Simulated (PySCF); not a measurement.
4,4-difluorobut-1-yne (C4H4F2), SMILES C#CCC(F)F. Atoms are numbered in the order given.

```xyz
10

C      1.0166     1.4473     2.0795
C      0.8363     0.5409     1.2984
C      0.5930    -0.5493     0.3600
C     -0.6627    -0.3522    -0.4796
F     -0.8344    -1.4418    -1.2748
F     -0.5257     0.7319    -1.2819
H      1.1839     2.2532     2.7690
H      0.4902    -1.5058     0.8992
H      1.4381    -0.6605    -0.3408
H     -1.5713    -0.2180     0.1333
```

The structure is a stationary point at B3LYP-D3(BJ)/def2-SVP. The values are those of a single conformer.

Two levels are set side by side: PBE/pcSseg-1 (PySCF) and PBE0/pcSseg-1 (PySCF). GIAO shifts against CFCl3 (¹⁹F), TMS (¹H), TMS (¹³C) at the same level; non-relativistic, no solvent, atoms listed together averaged. Differences are taken from unrounded values.

| quantity | PBE |
|---|---|
| δ(¹³C) of C1 (ppm) | 76.7 |
| δ(¹³C) of C2 (ppm) | 79.7 |
| δ(¹³C) of C3 (ppm) | 32.0 |
| δ(¹³C) of C4 (ppm) | 126.6 |
| δ(¹H) of H7 (ppm) | 2.06 |
| δ(¹H) of H10 (ppm) | 6.36 |

Q: These are the PBE values. What does PBE0 give? (An estimate is asked for; the answer gives what the named calculation found.)

A: 
```json
[
 {"quantity": "δ(¹³C) of C1 (ppm)", "PBE0": "80.4", "PBE minus PBE0": "-3.7"},
 {"quantity": "δ(¹³C) of C2 (ppm)", "PBE0": "81.0", "PBE minus PBE0": "-1.3"},
 {"quantity": "δ(¹³C) of C3 (ppm)", "PBE0": "30.2", "PBE minus PBE0": "1.8"},
 {"quantity": "δ(¹³C) of C4 (ppm)", "PBE0": "121.6", "PBE minus PBE0": "5.1"},
 {"quantity": "δ(¹H) of H7 (ppm)", "PBE0": "2.27", "PBE minus PBE0": "-0.21"},
 {"quantity": "δ(¹H) of H10 (ppm)", "PBE0": "6.11", "PBE minus PBE0": "0.25"}
]
```

Rough cost on one machine, each run with all the roots and properties that it gave: PBE0 against PBE within a factor of 2.
